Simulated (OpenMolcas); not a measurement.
## Gd2+: moving or changing the point charges

Gd2+ among 6 point charges of -1 e arranged as a trigonal prism (D3h), 2.43 Å from the ion, with a polar angle of 53.5° against the regular 49.1°.
```
   1.9539    0.0000    1.4448  -1.00
  -0.9769    1.6921    1.4448  -1.00
  -0.9769   -1.6921    1.4448  -1.00
   1.9539    0.0000   -1.4448  -1.00
  -0.9769    1.6921   -1.4448  -1.00
  -0.9769   -1.6921   -1.4448  -1.00
```

* Program: OpenMolcas 26.06
* Method: CASSCF
* Basis: ANO-RCC-VDZP [7s6p4d2f1g]
* Scalar Hamiltonian: DKH2, point nucleus
* Active space: 8 electrons in 7 orbitals (4f)
* State averaging: 2S+1 = 7 even, 7 roots; 2S+1 = 5 even, 77 roots kept (CI in the orbitals of an earlier block); 2S+1 = 3 even, 26 roots kept (CI in the orbitals of an earlier block)
* Spin-orbit coupling: RASSI with atomic mean-field integrals over the reference wave functions

Runs around this geometry, states (labels of D3, the rotations of D3h). Energies in cm-1 above the lowest state or level, χT in cm3 K/mol.

| R (Å) | q (e) | Ground state | First state of that spin | First gap with spin-orbit (degeneracies) | Width of lowest J | χT at 300 K |
| --- | --- | --- | --- | --- | --- | --- |
| 2.43 | -0.5 | 7A1 | 7A2 3.4 | 84.4 (2, 2) | 132 | 11.807 |
| 2.43 | -1 | 7A1 | 7A2 73.9 | 163.3 (2, 2) | 294 | 11.759 |
| 2.7 | -1 | 7A1 | 7A2 29.1 | 108.5 (2, 2) | 187 | 11.797 |
| 2.86 | -1 | 7A1 | 7A2 17.8 | 86.4 (2, 2) | 148 | 11.806 |

Taking the width of the lowest J multiplet as R^-n, n = -ln(148 / 294) / ln(2.86 / 2.43) = 4.2 between the shortest and longest distance.

Scaling the charges by -0.5 / -1 = 0.50 scales the width of the lowest J multiplet by 132 / 294 = 0.45; with fixed orbitals a first-order splitting would follow the charge.

High states are left out of the spin-orbit mixing, which shifts the levels that they would mix with. The free ion's ground configuration, as NIST lists it, lies outside this active space, so the lowest level here need not be the ground level. This is an electrostatic model: the charges have no orbitals. An unlabelled pair can be two single states that coincide in this model. A group larger than the point group allows holds several states that coincide in this model. No measured value stands beside these numbers.
